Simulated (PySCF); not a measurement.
Indirect couplings

Molfile (atoms numbered from 1):
```
C12H10Se
     RDKit          3D

 23 24  0  0  0  0  0  0  0  0999 V2000
   -3.6032    0.3030   -0.9934 C   0  0  0  0  0  0  0  0  0  0  0  0
   -2.3766    0.9648   -0.9697 C   0  0  0  0  0  0  0  0  0  0  0  0
   -1.3071    0.4531   -0.2370 C   0  0  0  0  0  0  0  0  0  0  0  0
   -1.4607   -0.7407    0.4733 C   0  0  0  0  0  0  0  0  0  0  0  0
   -0.0656   -1.5058    1.5345 Se  0  0  0  0  0  2  0  0  0  0  0  0
    1.4263   -0.5316    0.8395 C   0  0  0  0  0  0  0  0  0  0  0  0
    2.0139    0.4804    1.6032 C   0  0  0  0  0  0  0  0  0  0  0  0
    3.1169    1.1757    1.1067 C   0  0  0  0  0  0  0  0  0  0  0  0
    3.6276    0.8684   -0.1530 C   0  0  0  0  0  0  0  0  0  0  0  0
    3.0402   -0.1410   -0.9170 C   0  0  0  0  0  0  0  0  0  0  0  0
    1.9466   -0.8464   -0.4203 C   0  0  0  0  0  0  0  0  0  0  0  0
   -2.6892   -1.4113    0.4476 C   0  0  0  0  0  0  0  0  0  0  0  0
   -3.7545   -0.8849   -0.2786 C   0  0  0  0  0  0  0  0  0  0  0  0
   -4.4384    0.7107   -1.5670 H   0  0  0  0  0  0  0  0  0  0  0  0
   -2.2466    1.8974   -1.5246 H   0  0  0  0  0  0  0  0  0  0  0  0
   -0.3532    0.9840   -0.2194 H   0  0  0  0  0  0  0  0  0  0  0  0
    1.5991    0.7251    2.5834 H   0  0  0  0  0  0  0  0  0  0  0  0
    3.5743    1.9658    1.7071 H   0  0  0  0  0  0  0  0  0  0  0  0
    4.4886    1.4168   -0.5423 H   0  0  0  0  0  0  0  0  0  0  0  0
    3.4407   -0.3859   -1.9037 H   0  0  0  0  0  0  0  0  0  0  0  0
    1.4864   -1.6428   -1.0091 H   0  0  0  0  0  0  0  0  0  0  0  0
   -2.8128   -2.3519    0.9913 H   0  0  0  0  0  0  0  0  0  0  0  0
   -4.7094   -1.4161   -0.2922 H   0  0  0  0  0  0  0  0  0  0  0  0
  1  2  2  0
  2  3  1  0
  3  4  2  0
  4  5  1  0
  5  6  1  0
  6  7  2  0
  7  8  1  0
  8  9  2  0
  9 10  1  0
 10 11  2  0
  4 12  1  0
 12 13  2  0
 13  1  1  0
 11  6  1  0
  1 14  1  0
  2 15  1  0
  3 16  1  0
  7 17  1  0
  8 18  1  0
  9 19  1  0
 10 20  1  0
 11 21  1  0
 12 22  1  0
 13 23  1  0
M  END
```

Method: B3LYP/pcJ-1 (pcSseg-1 on Se) (without the spin–dipole term)//PBE0-D3(BJ)/def2-SVP, PySCF 2.14; isolated molecule, single conformer, non-relativistic. Couplings are averaged over pairs made equivalent by symmetry, fast rotation or ring inversion, so a value needn't be that of the named pair in this geometry, while other rotamers aren't included; one pair stands for each set, and the list holds those of at least 1.5 Hz over up to four bonds, among pairs with at least one H atom (others weren't computed).

Isotopes: ¹³C, ¹H.

```tsv
pair	bonds	J (Hz)
C1, H14	1	?
C2, H15	1	167.3
C3, H16	1	171.3
C1, H15	2	1.6
C2, H14	2	1.9
C3, H15	2	?
C1, H16	3	?
C2, H23	3	8.4
C3, H14	3	?
C3, H22	3	6.7
C4, H15	3	9.7
H14, H15	3	8.3
H15, H16	3	9.0
C4, H14	4	-1.7
H16, H22	4	?
```

Estimate the withheld couplings, with signs.

## Answers


- ¹J(C1,H14) = 167.7 Hz (bond length 1.092 Å, sp2 carbon)
- ²J(C3,H15) = 2.2 Hz
- ³J(C1,H16) = 8.0 Hz
- ³J(C3,H14) = 8.2 Hz
- ⁴J(H16,H22) = 1.6 Hz

Relativistic effects of the heavier atoms present are left out.
